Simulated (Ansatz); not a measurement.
`C#[C][AlH2]` and `C#[C][GaH2]` differ in one atom or group.

Ansatz, PBE0-D4/def2-TZVP geometries, multiplicity 1. 

Scalar relativity is left out up to krypton.

```csv
property,`C#[C][AlH2]`
HOMO energy (PBE0/def2-TZVPP) / eV,-8.05
size of the dipole moment (PBE/def2-TZVPP) / D,0.59
"ideal-gas entropy at 298 K and 1 bar (rigid rotor, harmonic PBE0-D4/def2-TZVP) / J/(mol·K)",274
HOMO–LUMO gap (ωB97M-V/def2-TZVPP) / eV,10.09
HOMO energy (ωB97M-V/def2-TZVPP) / eV,-10.27
HOMO–LUMO gap (B3LYP/def2-TZVPP) / eV,5.75
```

Q: Give the same properties after the change, and the shifts. (Best estimate.)

A: Ansatz gave: 
```
                                                                                  property  `C#[C][GaH2]`  shift
                                                        HOMO energy (PBE0/def2-TZVPP) / eV          -7.94   0.11
                                            size of the dipole moment (PBE/def2-TZVPP) / D           0.25  -0.34
ideal-gas entropy at 298 K and 1 bar (rigid rotor, harmonic PBE0-D4/def2-TZVP) / J/(mol·K)            284     10
                                                   HOMO–LUMO gap (ωB97M-V/def2-TZVPP) / eV           9.93  -0.16
                                                     HOMO energy (ωB97M-V/def2-TZVPP) / eV         -10.16   0.11
                                                     HOMO–LUMO gap (B3LYP/def2-TZVPP) / eV           5.46  -0.29
```

With PBE0 the HOMO rises by 0.11 eV and the LUMO falls by 0.12 eV, so the gap narrows by about 0.23 eV. PBE moves the HOMO by 0.10 eV and ωB97M-V by 0.11 eV. Dipoles are sizes alone; their direction can turn.

B3LYP here is the variant with VWN-RPA as its local correlation; programs differ in this.
